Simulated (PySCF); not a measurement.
```xyz
5
charge 0 multiplicity 4, angstrom
Rh    0.0156   -0.0158   -0.0158
H    -0.9222    1.5571    0.5353
H    -0.6799   -1.4727    0.2286
H     1.5020    0.5205    0.3953
H    -1.5103    1.0199    0.4904
```

All numbers come from UPBE0 in PySCF with Rh def2-TZVP with ECP28, H def2-TZVP; scalar-relativistic core potentials, no spin–orbit coupling; density-fitted integrals.

This geometry of RhH₄ is a stationary point at this level.

What is the point group?

Cs.

Is it a minimum?

Yes: all harmonic wavenumbers are real.

What are the dipole moment and the gap between the highest occupied and lowest empty levels of either spin?

2.12 D and 2.90 eV.

Give the atomic charges and bond orders.


| atom | Mulliken | Löwdin | polar tensor | spin (Mulliken) | Mayer order to Rh1 |
| --- | --- | --- | --- | --- | --- |
| Rh1 | 0.01 | -0.15 | 0.23 | 2.34 | – |
| H2,5 | 0.06 | 0.11 | 0.05 | 0.06 | 0.25 |
| H3,4 | -0.07 | -0.04 | -0.16 | 0.27 | 0.94 |
Other Mayer orders above 0.3: H–H 0.74.

This need not be the most stable arrangement of these atoms. Other spin states or occupations of the open shell can lie lower. At this level a doublet minimum of D2d symmetry lies 162 kJ/mol below this structure.
